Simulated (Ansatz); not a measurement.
`[SiH3][N]([SiH3])[InH2]` + `CCNC` → `CC[N](C)[InH2]` + `[SiH3]N[SiH3]` at 298.15 K and 1 bar (ligand exchange at the In–N bond).

Computed with Ansatz on PBE0-D4/def2-TZVP structures; ΔE is electronic, products minus reactants. CCSD(T)/CBS is the MP2 limit (def2-TZVPP, def2-QZVPP) plus CCSD(T) − MP2 in def2-TZVPP, frozen cores. This one scheme is used for every species. def2 core potentials past Kr. For In outer-core shells are correlated without core-valence functions, which leaves a few kJ/mol of doubt a bond. One conformer a species, not always the lowest.

```
                  species  CCSD(T)/CBS energy (Eh)  H − E (kJ/mol)  S (J/(mol·K))
`[SiH3][N]([SiH3])[InH2]`               -827.51128           204.8          401.5
                   `CCNC`               -174.26710           335.0          303.0
         `CC[N](C)[InH2]`               -364.66442           344.0          371.4
          `[SiH3]N[SiH3]`               -637.10515           192.6          335.6
```

H − E and S are ideal-gas, rigid-rotor, harmonic terms from PBE0-D4/def2-TZVP, for one conformer and one mirror image of each species. 1 Eh = 2625.50 kJ/mol, R = 8.31446 J/(mol·K).

Question: By hand: ΔE, ΔH, ΔS and ΔG.

Answer: ΔE = (-364.66442) + (-637.10515) − (-827.51128) − (-174.26710) = 0.00881 Eh = 23.1 kJ/mol. Δ(H − E) = 344.0 + 192.6 − 204.8 − 335.0 = -3.2, so ΔH = 19.9 kJ/mol. ΔS = 371.4 + 335.6 − 401.5 − 303.0 = 2.5 J/(mol·K). ΔG = 19.9 − 298.15 × (2.5)/1000 = 19.2 kJ/mol.

Question: By hand: the equilibrium constant, and the temperature at which ΔG would vanish if ΔH and ΔS stayed fixed.

Answer: log₁₀ K = −ΔG/(RT ln 10) = -3.4. ΔG = 0 at ΔH/ΔS = 7960 K, far beyond where these terms or the molecules hold.

The number of gas molecules stays the same, so ΔS is small and ΔH decides. A doubt of 5 kJ/mol in ΔE shifts log₁₀ K by 0.9 here. Other conformers and mirror images would add mixing entropy, several J/(mol·K) or more a flexible species. Modes under 60 cm⁻¹, often nearly free rotors, make the harmonic entropy too high. These are equilibria of isolated gas molecules and say nothing of rates. Largest T1 diagnostic: 0.016 (customary marks: 0.02 for closed shells, 0.045 for open ones).
